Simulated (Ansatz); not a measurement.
Reaction (ligand exchange at the Si–C bond): `SC[SiH]1CN1` + H–F → `F[SiH]1CN1` + CH₃SH

Calculated with Ansatz (gas phase, PBE0-D4/def2-TZVP geometries, no zero-point term in ΔE). CCSD(T)/CBS is the MP2 limit (def2-TZVPP, def2-QZVPP) plus CCSD(T) − MP2 in def2-TZVPP, frozen cores. This one scheme is used for every species. Functionals use def2-TZVPP. B3LYP here is the variant with VWN-RPA as its local correlation; programs differ in this. Each species was taken in one conformer, which may not be the lowest.

(1) Is it downhill or uphill in electronic energy at CCSD(T)/CBS, and by how much? (Estimate.)

(2) What do these levels give: PBE0-D4, r2SCAN, B3LYP, HF/def2-TZVPP, CCSD(T)/def2-TZVPP, MP2/def2-QZVPP? (Best estimate.)

Largest T1 diagnostic among the species: 0.012.

Results:

(1) The calculation gave: Downhill: ΔE = -128.1 kJ/mol.

(2) The calculation gave: PBE0-D4 -123.0, r2SCAN -136.6, B3LYP -148.5, HF/def2-TZVPP -166.6, CCSD(T)/def2-TZVPP -129.1, MP2/def2-QZVPP -126.2 kJ/mol.

In def2-TZVPP, CCSD(T) changes the Hartree–Fock value by +37.5 kJ/mol (the triples alone add +6.3 kJ/mol) and MP2 by +40.5 kJ/mol. From PBE to PBE0 (25 % exact exchange), in def2-TZVPP and without D4, ΔE moves by −3.0 kJ/mol. The D4 term adds +13.1 kJ/mol with B3LYP and +7.4 kJ/mol with PBE0; it sums over pairs of atoms, weighted by their polarisabilities, and B3LYP, whose exchange is more repulsive, gets the larger term.
